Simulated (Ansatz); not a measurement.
`[CH3][SnH2][CH2][SiH3]` + `[OH][Al]([F])[SH]` → `[SiH3][CH2][SnH2][SH]` + `[CH3][Al]([OH])[F]`  (redistribution)

Program: Ansatz. Geometries: PBE0-D4/def2-TZVP. ΔE: electronic, gas phase. CCSD(T)/CBS is the MP2 limit (def2-TZVPP, def2-QZVPP) plus CCSD(T) − MP2 in def2-TZVPP, frozen cores. DFT in def2-TZVPP. Elements past krypton have def2 core potentials. For Sn outer-core shells are correlated without core-valence functions, which leaves a few kJ/mol of doubt a bond. Each species was taken in one conformer, which may not be the lowest.

`[CH3][SnH2][CH2][SiH3]`:

Z-matrix (Å, degrees):
```
C
Sn 1 2.139
H 1 1.090 2 109.9
H 1 1.090 2 109.9 3 119.8
H 1 1.090 2 110.3 3 -120.0
C 2 2.154 1 109.4 3 -58.4
H 2 1.712 1 110.4 3 -178.3
H 2 1.714 1 110.2 3 61.3
Si 6 1.862 2 113.8 1 -59.7
H 6 1.094 2 107.4 1 62.5
H 6 1.093 2 107.7 1 177.9
H 9 1.490 6 112.3 2 180.0
H 9 1.490 6 110.3 2 59.7
H 9 1.489 6 110.3 2 -59.3
```

`[OH][Al]([F])[SH]`:

Z-matrix (Å, degrees):
```
Al
F 1 1.641
S 1 2.167 2 118.8
O 1 1.679 2 118.1 3 -180.0
H 3 1.345 1 92.0 2 -0.0
H 4 0.955 1 125.1 2 179.9
```

`[SiH3][CH2][SnH2][SH]`:

Cartesian coordinates in Å:
```
Si 1.415 0.533 -0.887
C 0.810 -0.207 0.721
Sn -1.237 -0.846 0.678
S -2.436 0.376 -1.019
H 0.751 1.836 -1.142
H 2.886 0.763 -0.825
H 1.134 -0.386 -2.021
H 1.409 -1.086 0.976
H 0.921 0.514 1.534
H -1.361 -2.474 0.189
H -1.990 -0.582 2.190
H -2.301 1.558 -0.396
```

`[CH3][Al]([OH])[F]`:

Cartesian coordinates in Å:
```
C 0.147 0.901 -0.889
Al 0.195 -0.561 0.371
O -1.097 -0.831 1.425
F 1.495 -1.579 0.451
H 0.080 1.859 -0.367
H -0.735 0.829 -1.532
H 1.034 0.920 -1.525
H -1.120 -1.538 2.067
```

```csv
level,ΔE (eV)
PBE-D4,0.15
CCSD(T)/def2-TZVPP,0.26
MP2/def2-QZVPP,0.24
MP2/CBS(def2),0.23
```

Question: What does CCSD(T)/CBS give? (Estimate.)

Answer: Computed: +0.22 eV. The listed levels differ from it by -0.07, 0.04, 0.02, 0.01 eV.

Largest T1 diagnostic among the species: 0.012.

In def2-TZVPP, CCSD(T) changes the Hartree–Fock value by +0.03 eV (the triples alone add −0.00 eV) and MP2 by +0.03 eV.
